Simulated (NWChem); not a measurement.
Molecule: C$_{2}$H$_{3}$Br; SMILES C=CBr

Results from NWChem. Medium grid unless said otherwise, to which SCAN and Minnesota functionals are sensitive. Coordinates come from a B3LYP/6-31G* (spherical d) optimisation.

### Question
Order these by “highest occupied level (eV)”, lowest first: B3PW91/def2-SVP; TPSS/def2-SVP; Hartree-Fock/def2-SVP.

### Answer
Hartree-Fock/def2-SVP (-9.93), B3PW91/def2-SVP (-7.18), TPSS/def2-SVP (-6.24)
